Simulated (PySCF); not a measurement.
Gas-phase equilibrium of 1 mol HF, 0.7 mol H2O at 800 K and 0.133 bar, among 15 species (O2, F2, O, F, HO2, HOF, H2O, H, FO, H2O2, O3, HF, H2, F2O, OH). Only gases are allowed; each row takes one source of thermochemistry for all species, and Cantera finds the minimum.

Energies from PySCF, thermal terms from the rigid-rotor harmonic-oscillator model, ideal gas at 1 bar. The comparison is the NASA 1993 polynomial table, which mixes measured and estimated data. † marks an energy on the PBE0/def2-TZVP geometry and frequencies; other levels use their own. MP2 freezes the core. 6-31G* has spherical d functions here. Open shells (unrestricted) among the columns below: O (multiplicity 3, electronic degeneracy 9), F (multiplicity 2, electronic degeneracy 6), OH (multiplicity 2, electronic degeneracy 4); the rest are closed-shell singlets. Spin-orbit splitting is ignored; it lowers the true energy and changes the entropy of O, F, OH. B3LYP is the form with VWN-RPA correlation. MP2 isn't extrapolated to the basis-set limit. The harmonic model lacks anharmonicity and excited electronic states, which grow with temperature; levels with a mode under 35 cm⁻¹ are left out. The table's entry may be an old estimate for OH (not checked at source).

Molecules larger than those listed are left out. Also missing: (HF)n, which can matter at low temperature or high pressure. Table species left out: FO2, H2F2, H3F3, H4F4.

Mole fractions:

| thermochemistry | x HF | x H2O | x OH | x H2 | x O | x F |
|---|---|---|---|---|---|---|
| table | 0.59 | 0.41 | 2.4e-11 | 1.9e-9 | <1e-12 | <1e-12 |
| B3LYP/def2-TZVP† | 0.59 | 0.41 | 1.7e-10 | 4.2e-8 | <1e-12 | <1e-12 |
| HF/6-31G* | 0.59 | 0.41 | 5.1e-5 | 4.5e-5 | 2.0e-5 | 1.6e-7 |
| M06-2X/def2-TZVP† | 0.59 | 0.41 | 5.2e-11 | 9.9e-9 | <1e-12 | <1e-12 |
| MP2/def2-SVP† | 0.59 | 0.41 | 2.1e-11 | 2.8e-8 | <1e-12 | <1e-12 |
| PBE0/def2-SVP† | 0.59 | 0.41 | 6.5e-11 | 7.3e-8 | <1e-12 | <1e-12 |
| ωB97X-V/def2-TZVP† | 0.59 | 0.41 | 6.7e-11 | 3.4e-8 | <1e-12 | <1e-12 |
The most sensitive of these is O: it spans a factor of 10^7.3 over these rows; at this temperature one factor of ten is RT ln 10 = 15 kJ/mol.
